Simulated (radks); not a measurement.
Results of a calculation; reference values are marked as such.
Question: Radial electron density D(r) = 4 pi r^2 rho(r) of an atom or ion with 61 electrons. Code: a radial shooting solver on a logarithmic mesh with Libxc functionals. Model: scalar-relativistic Kohn-Sham, r2SCAN, spin-unpolarised, spherical densities, finite nucleus; meta-GGA in the generalised Kohn-Sham scheme; Fermi nuclear charge, rms radius of each element as measured or else 0.836 A^(1/3) + 0.57 fm.

```
   r/bohr * D(r) (the largest magnitude, 111, reaches the edge; | marks zero)
0.0009009 | *
 0.001192 |  *
 0.001577 |   *
  0.00207 |     *
 0.002739 |         *
 0.003624 |             *
 0.004757 |                   *
 0.006294 |                          *
 0.008328 |                                 *
  0.01093 |                                       *
  0.01446 |                                         *
  0.01914 |                                        *
  0.02512 |                                     *
  0.03324 |                                     *
  0.04397 |                                            *
  0.05772 |                                                     *
  0.07637 |                                                      *
    0.101 |                                             *
   0.1326 |                                          *
   0.1755 |                                                *
   0.2322 |                                           *
   0.3048 |                         *
   0.4033 |                    *
   0.5336 |                        *
   0.7004 |                *
   0.9267 |        *
    1.226 |     *
    1.609 |   *
    2.129 |*
    2.818 *
    3.698 *
    4.893 *
```

What is the nuclear charge?

Answer: Z = 64. The innermost maximum, from 1s, lies near gamma/Z bohr with gamma = sqrt(1 - (Z/c)^2) = 0.884, here 0.0138 bohr (found: 0.0152), and its height grows with Z. The density is that of the gadolinium ion Gd3+ in [Xe] 4f7; the configuration itself is not fixed sharply by these data, and Z only to a few units. D(r) has 4 maxima, at r = 0.0152, 0.0677, 0.189, 0.517 bohr, and minima at 0.0290, 0.123, 0.369 bohr, inside which lie 1.94, 11.11, 29.24 electrons.
